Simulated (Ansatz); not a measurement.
The pair A = GaH3O (SMILES [OH][GaH2]) (first 5 atoms), B = NH3 (SMILES N); geometry from B3LYP-D3(BJ)/def2-TZVP.
(charge 0, multiplicity 1):
```xyz
9

O     -0.0270     1.1941     1.1896
Ga    -0.0844    -0.0381    -0.0994
H      0.0108     0.8100     2.0890
H     -0.1465     0.5226    -1.5550
H     -0.0685    -1.5546     0.3143
N      0.0855     0.0072     3.8473
H      0.9296     0.2895     4.3326
H     -0.7056     0.3049     4.4069
H      0.0743    -1.0059     3.8119
```

Cores are frozen in the correlated methods. Filled d and f shells under p-block atoms count as core. MP2 and its Hartree–Fock in aug-cc-pVQZ, aug-cc-pVTZ are density fitted.

Programs: Ansatz (Gaussian orbitals). 

The counterpoise-corrected interaction energy is E(AB) − E(A in the pair's basis) − E(B in the pair's basis). Total energies (hartree):

```tsv
level	AB	A in the pair's basis	B in the pair's basis
HF/aug-cc-pVTZ	-2056.1673994	-1999.9415812	-56.2202882
MP2/aug-cc-pVTZ	-2056.7558917	-2000.2848553	-56.4608669
HF/aug-cc-pVQZ	-2056.1797263	-1999.9502730	-56.2238956
MP2/aug-cc-pVQZ	-2056.8029668	-2000.3146145	-56.4778711
MP2/aug-cc-pVDZ	-2056.5502623	-2000.1349276	-56.4061567
CCSD(T)/aug-cc-pVDZ	-2056.5972986	-2000.1616639	-56.4266641
```

**Question.** Work out the counterpoise-corrected interaction energy at the basis-set limit: extrapolate the MP2 correlation part as X⁻³, take Hartree–Fock from the larger set, and add the CCSD(T) − MP2 difference of aug-cc-pVDZ.

**Answer.** 
1. Differences (1 hartree = 627.509 kcal/mol): HF/aug-cc-pVTZ -3.470; MP2/aug-cc-pVTZ -6.381; HF/aug-cc-pVQZ -3.487; MP2/aug-cc-pVQZ -6.577; MP2/aug-cc-pVDZ -5.759; CCSD(T)/aug-cc-pVDZ -5.629.
2. Correlation parts, MP2 less HF: -2.911 in aug-cc-pVTZ (X = 3), -3.090 in aug-cc-pVQZ (X = 4).
3. Limit (4³·(-3.090) − 3³·(-2.911))/(4³ − 3³) = -3.220; with HF/aug-cc-pVQZ it gives -6.707.
4. CCSD(T) less MP2 in aug-cc-pVDZ: 0.130.
Result: -6.58 kcal/mol, against -6.38 at MP2/aug-cc-pVTZ. It is an estimate of this method's limit, not of the exact value.

Ansatz is a program for electronic structure.
